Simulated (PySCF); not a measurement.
One of the candidates below gave these computed data.

All candidates are C3H12ClFSi3.

| technique | computed result |
| --- | --- |
| Dipole | 2.85 D [PBE0/pcSseg-1] |
| NMR, other nuclei | isotropic shieldings of nuclei other than C and H, by class: 451 (1 F), 392 (1 Si), 461 (2 Si), 831 (1 Cl) ppm [GIAO PBE0/pcSseg-1] |
| 1H NMR | chemical shifts (computed TMS as zero) by class: 5.33 (2 H), 3.75 (2 H), 3.64 (6 H), 1.20 (2 H) ppm [GIAO PBE0/pcSseg-1] |
| Rotational structure | rotational constants A, B, C: 1.114, 0.591, 0.585 GHz [GFN2-xTB] |
| 13C NMR | chemical shifts (computed TMS as zero) by class: 86.0 (1 C), 50.9 (1 C), 22.9 (1 C) ppm [GIAO PBE0/pcSseg-1] |

Electronic properties: PySCF, gas phase, density fitting. Levels stand in brackets. The structure is a single GFN2-xTB conformer in the gas phase; no vibrational or solvent corrections. NMR classes are plain means over equivalent atoms (diastereotopic ones count apart unless rotation or inversion swaps them), as if these changed places fast.

Problem. Which candidate is it?
A. `C[Si@@](Cl)(C[SiH3])C[SiH2]F`
B. `FC[Si]([SiH3])([SiH3])CCCl`
C. `C[C@@H](Cl)C[SiH2][SiH2][SiH2]F`

Solution. B. It is `FC[Si]([SiH3])([SiH3])CCCl`. Numbering: `[F:1][CH2:2][Si:3]([SiH3:4])([SiH3:5])[CH2:6][CH2:7][Cl:8]`. Its formula, C3H12ClFSi3, gives 0 degrees of unsaturation, so no ring and no π bond. 3 carbons fall into 3 classes; from least to most shielded: sp3 C–F carbon [C2] (86.0 ppm), sp3 C–Cl carbon [C7] (50.9 ppm), sp3 carbon bound to silicon [C6] (22.9 ppm). Hydrogen classes from least to most shielded: 2 H on an sp3 C–F carbon, C2 (5.33 ppm, a mean of values up to 0.6 ppm apart in this geometry), 2 H on an sp3 C–Cl carbon, C7 (3.75 ppm, a mean of values up to 0.5 ppm apart in this geometry), 6 H on 2 SiH3 silicons, Si4/Si5 (3.64 ppm, a mean of values up to 0.6 ppm apart in this geometry), 2 H on an sp3 carbon bound to silicon, C6 (1.20 ppm). The other shieldings belong to: 451 ppm, alkyl fluorine [F1]; 392 ppm, four-coordinate silicon [Si3]; 461 ppm, SiH3 silicon [Si4/Si5]; 831 ppm, alkyl chlorine [Cl8]. The optimised geometry has point group C1 and is an asymmetric top.

The others, at the same levels:
- `C[C@@H](Cl)C[SiH2][SiH2][SiH2]F` fails: its computed 13C shifts are 67.2 (1 C), 31.9 (1 C), 25.2 (1 C) ppm, 1H shifts are 5.92 (1 H), 5.90 (1 H), 4.23 (1 H), 4.13 (1 H), 4.09 (1 H), 3.55 (1 H), 3.34 (1 H), 1.70 (1 H), 1.66 (3 H), 1.31 (1 H) ppm and dipole moment is 1.48 D (against 2.85 D).
- `C[Si@@](Cl)(C[SiH3])C[SiH2]F` fails: its computed 13C shifts are 10.7 (1 C), 6.0 (1 C), 0.1 (1 C) ppm, 1H shifts are 5.38 (1 H), 5.34 (1 H), 4.02 (3 H), 0.43 (1 H), 0.42 (3 H), 0.36 (1 H), 0.01 (1 H), -0.18 (1 H) ppm and smallest rotational constant is 0.520 GHz (against 0.585 GHz).

Each candidate is one conformer, not necessarily the lowest. The conformers computed, where there is a choice (atom-mapped SMILES and torsion angles):
- `[F:1][CH2:2][Si:3]([SiH3:4])([SiH3:5])[CH2:6][CH2:7][Cl:8]`: F1–C2–Si3–Si4 -78°, C2–Si3–C6–C7 85°, Si3–C6–C7–Cl8 -59°
- `[CH3:1][C@@H:2]([Cl:3])[CH2:4][SiH2:5][SiH2:6][SiH2:7][F:8]`: C1–C2–C4–Si5 -167°, C2–C4–Si5–Si6 80°, C4–Si5–Si6–Si7 18°, Si5–Si6–Si7–F8 28°
- `[CH3:1][Si@@:2]([Cl:3])([CH2:4][SiH3:5])[CH2:6][SiH2:7][F:8]`: C1–Si2–C4–Si5 -54°, C1–Si2–C6–Si7 -174°, Si2–C6–Si7–F8 67°
